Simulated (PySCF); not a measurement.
SMILES N[SiH2]C=O, PBE/def2-SVP optimised geometry.

```
9

N      1.30    -0.96     0.00
Si    -0.43    -0.96     0.00
C     -0.81     0.95     0.00
O      0.10     1.74    -0.17
H      1.87    -1.74    -0.32
H      1.70    -0.05    -0.25
H     -1.14    -1.56    -1.20
H     -1.05    -1.61     1.21
H     -1.87     1.33     0.14
```

Density from PySCF with PBE/def2-TZVP at that geometry.

Minimum of the electron density along straight lines between bonded atoms, close to the bond critical point (lines longer than 1.1 times the sum of covalent radii, or with two minima, are not listed):

```tsv
bond	length / Å	ρ at the minimum / e bohr⁻³	∇²ρ there / e bohr⁻⁵	position (fraction from the first atom)
N1–Si2	1.730	0.131	0.52	0.60
Si2–C3	1.947	0.111	0.10	0.39
C3–O4	1.221	0.405	-0.11	0.34
N1–H5	1.020	0.325	-1.51	0.73
N1–H6	1.027	0.319	-1.48	0.74
Si2–H7	1.515	0.116	0.10	0.49
Si2–H8	1.508	0.118	0.11	0.49
C3–H9	1.138	0.258	-0.84	0.65
```
